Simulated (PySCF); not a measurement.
**EPR parameters of C6H9O2**

Compound: C6H9O2 (doublet state).
Cartesian coordinates in Å at the GFN2-xTB level; atoms count from 1:
```
atom  x, y, z in Å
C1    -2.3856    0.1197    0.8994
C2    -1.6313   -0.4828   -0.2176
C3    -0.2431    0.0984   -0.3126
C4    -0.1574    1.5216   -0.7639
C5     0.8176   -0.6249    0.0245
O6     2.1057   -0.1076   -0.0269
C7     3.1095   -0.8929    0.3306
O8     3.0452   -2.0264    0.7068
H9    -1.8935    0.3142    1.8319
H10   -3.4340    0.3235    0.8131
H11   -2.1652   -0.3203   -1.1577
H12   -1.5449   -1.5709   -0.0772
H13    0.8612    1.8903   -0.6926
H14   -0.4927    1.6064   -1.7974
H15   -0.8117    2.1406   -0.1516
H16    0.7643   -1.6529    0.3569
H17    4.0489   -0.3239    0.2243
```

The hyperfine couplings belong to this conformer and change with its torsions.

As a line formula: `[CH2]C/C(C)=C/OC=O` [radical].

Theory: UKS B3LYP, pcH-1 on C H O, non-relativistic, mean-field spin-orbit, GIAO (PySCF 2.14.0). The structure is a single GFN2-xTB conformer in the gas phase; no vibrational or solvent corrections. GFN2-xTB frequencies show an imaginary mode (51i cm⁻¹), so this geometry is no minimum at that level. Couplings are sensitive to structure, and on GFN2-xTB geometries they can be far from those on DFT ones. The SCF solution wasn't tested for stability.

```json
{
 "g1, g2, g3": "2.00218, 2.00281, 2.00296",
 "g_iso": "2.00265",
 "Form of g": "rhombic: the two nearest values differ by 20 % of g3 − g1",
 "⟨S²⟩": "0.7537 (exact 0.7500)",
 "α and β electrons": "31, 30",
 "Total energy": "-384.45512 Eh",
 "Basis functions": "290"
}
```

Hyperfine couplings atom by atom, in MHz; T1 to T3 are the principal values of the dipolar part:

| atom | isotope | a_iso | T1 | T2 | T3 | Mulliken spin population |
| --- | --- | --- | --- | --- | --- | --- |
| C1 | 13C | 90.1 | -81.8 | -81.2 | 162.9 | 1.08 |
| C2 | 13C | -33.4 | -2.3 | 0.3 | 2.1 | -0.09 |
| C3 | 13C | 32.3 | -3.1 | -1.5 | 4.6 | 0.02 |
| C4 | 13C | 0.3 | -1.6 | -0.2 | 1.8 | 0.01 |
| C5 | 13C | -1.5 | -1.1 | 0.2 | 1.0 | 0.00 |
| O6 | 17O | -0.7 | -0.3 | 0.0 | 0.2 | 0.00 |
| C7 | 13C | 0.2 | -0.2 | -0.1 | 0.3 | 0.00 |
| O8 | 17O | 0.0 | -0.2 | 0.0 | 0.1 | 0.00 |
| H9 | 1H | -63.7 | -39.4 | -0.3 | 39.7 | -0.05 |
| H10 | 1H | -64.4 | -39.7 | -0.1 | 39.7 | -0.05 |
| H11 | 1H | 23.1 | -5.1 | -4.2 | 9.4 | 0.01 |
| H12 | 1H | 153.3 | -6.1 | -3.0 | 9.2 | 0.06 |
| H13 | 1H | -0.9 | -1.6 | -1.1 | 2.7 | 0.00 |
| H14 | 1H | 2.1 | -1.8 | -1.4 | 3.1 | 0.00 |
| H15 | 1H | 2.3 | -5.3 | -3.0 | 8.4 | 0.00 |
| H16 | 1H | 0.0 | -1.8 | -1.3 | 3.1 | 0.00 |
| H17 | 1H | 0.1 | -0.3 | -0.3 | 0.6 | 0.00 |

Largest spin populations (Mulliken): C1 (+1.08), C2 (-0.09) and H12 (+0.06). C1 is the only atom above +0.15. The angles at C1 add up to 359.9°, so it is planar; its axial dipolar tensor and the negative couplings of its protons fit spin in a p orbital normal to that plane.

Axes: g2 points within 4° of the C1–C2 bond.

Under fast tumbling the dipolar parts average out, and these isotropic splittings remain: 2 × 1H (H11/H12, I = 1/2, 3 lines) with 3.15 mT, 2 × 1H (H9/H10, I = 1/2, 3 lines) with 2.29 mT and 3 × 1H (H13/H14/H15, I = 1/2, 4 lines) with 0.04 mT.

Nuclei that the bonding pattern makes equivalent are averaged, as if the motion that swaps them (rotation, inversion, ring flip) were fast. The 1H value of +88.2 MHz is a mean of couplings from 23.1 to 153.3 MHz in this one geometry, not an average over conformers.

The 13C coupling of C1 (90.1 MHz) shows only in satellite lines or after enrichment, since that isotope makes up about 1.07 % of natural carbon.

Examples of negative spin density at the nucleus (bohr⁻³): C2 (-0.0297), H9/H10 (-0.0143) and C5 (-0.0014).

On AMD EPYC, one thread, on a shared host, this took 1.9 min of wall time (with the writing of density and orbital grids) and 0.97 GiB of memory at its peak.
